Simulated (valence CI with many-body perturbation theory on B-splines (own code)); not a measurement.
# Which ion has this spectrum?

A relativistic CI+MBPT calculation for an atom or ion with 32 electrons gives these levels (cm⁻¹):

```csv
J,Parity,E,g
0,even,0,
1,even,540292,1.50
2,even,572063,1.18
2,even,1136330,1.31
0,even,1205613,
2,odd,1234276,1.59
1,odd,1343186,1.04
2,odd,1660938,0.77
2,odd,1724585,1.53
3,odd,1782324,1.28
1,odd,1791147,0.92
0,odd,1866298,
2,odd,1883092,1.22
3,odd,1892465,1.16
```

The energies are calculated, and their last digits are not significant.

(1) Which is it?
A. Hf40+
B. Lu39+
C. Ho35+
D. Yb38+

Results:

(1) D. Yb38+, ground level (4s^2 4p1/2^2) J=0.
